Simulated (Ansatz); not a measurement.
Species: H6InN3, SMILES `[NH2][In]([NH2])[NH2]` (charge 0, multiplicity 1), formula H6InN3.

Q: How many basis functions does Ansatz (a first-principles code) with frozen-core CCSD(T)/def2-TZVPP // CAM-B3LYP-D3(BJ)/def2-TZVP use, how many core orbitals are frozen, and how many electrons are correlated?

A: 227 basis functions and 7 frozen orbitals, which leaves 34 correlated electrons (filled d shells below the valence shell are correlated). Core time is of the order of minutes.
